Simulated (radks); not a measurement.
All-electron atom: the manganese ion Mn16+ in [He] 2s2 2p5 (the NIST ground configuration).

Method: scalar-relativistic Kohn-Sham, PBEsol, spin-polarised, spherical densities, finite nucleus; open shells are filled with parallel spins first; Fermi nuclear charge, rms radius 3.7057 fm; computed with a radial shooting solver on a logarithmic mesh with Libxc functionals.

Energy parts (eV):
| part | energy |
|---|---|
| total | -27515.435 |
| kinetic | 27862.501 |
| electron-nucleus | -59666.146 |
| Hartree | 5231.646 |
| exchange-correlation | -943.435 |

Orbitals (lengths in bohr, moments of r in powers of bohr; <r^-3> diverges for s and p1/2; r(90%) holds 90 % of the orbital's charge):
| orbital | occ. | eigenvalue (eV) | <r^4> | r(90%) | <r^2> | <r^-3> |
|---|---|---|---|---|---|---|
| 1s up | 1 | -7036.594 | 0.00006367 | 0.109 | 0.004980 | - |
| 1s down | 1 | -7032.462 | 0.00006352 | 0.109 | 0.004975 | - |
| 2s up | 1 | -1290.495 | 0.01262 | 0.417 | 0.08608 | - |
| 2s down | 1 | -1283.873 | 0.01273 | 0.418 | 0.08644 | - |
| 2p up | 3 | -1188.681 | 0.009186 | 0.385 | 0.06835 | 451.9 |
| 2p down | 2 | -1180.764 | 0.009311 | 0.386 | 0.06877 | 449.8 |

The highest occupied level is 2p down at -1180.8 eV. The spin density at the nucleus is -1.560 e/bohr^3 (1s -5.069, 2s 3.509). For comparison, the ionisation energy in NIST's Atomic Spectra Database is 1224 eV (semi-empirical). In exact Kohn-Sham theory the highest level is minus the ionisation energy, but local and semilocal functionals leave it too shallow, through self-interaction and a potential that decays too fast; potentials with the right tail come closer. Summed over all electrons, <r^2> = 0.5251 bohr^2, which gives a Langevin (diamagnetic) susceptibility term of -0.416 x 10^-6 cm^3/mol.
